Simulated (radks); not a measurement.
Q: Radial electron density D(r) = 4 pi r^2 rho(r) of an atom or ion with 9 electrons. All-electron calculation, Dirac Kohn-Sham, LDA (Slater exchange, Perdew-Wang correlation), spin-unpolarised, spherical densities, finite nucleus; Fermi nuclear charge, rms radius of each element as measured or else 0.836 A^(1/3) + 0.57 fm. Program: a radial shooting solver on a logarithmic mesh with Libxc functionals.

r (bohr)  D(r) (e/bohr)
0.006377          3.715
0.007914          5.281
0.009901          7.463
0.01239           10.30
0.0155            13.80
0.01923           17.67
0.02406           21.84
0.0301            25.53
0.03766           27.90
0.04674           28.23
0.05848           26.33
0.07316           22.99
0.09153           20.11
0.1136            19.66
0.1421            22.12
0.1778            25.51
0.2224            26.17
0.2761            22.05
0.3454            14.19
0.4321            6.570
0.5406            2.033
0.6709           0.4099
0.8394          0.04267
1.05           0.002082

What is the nuclear charge?

A: Z = 24. The innermost maximum, from 1s, lies near gamma/Z bohr with gamma = sqrt(1 - (Z/c)^2) = 0.985, here 0.041 bohr (found: 0.0435), and its height grows with Z. The density is that of the chromium ion Cr15+ in [He] 2s2 2p5; the configuration itself is not fixed sharply by these data, and Z only to about a unit. D(r) has 2 maxima, at r = 0.0435, 0.207 bohr, and minima at 0.106 bohr, inside which lie 2.20 electrons.
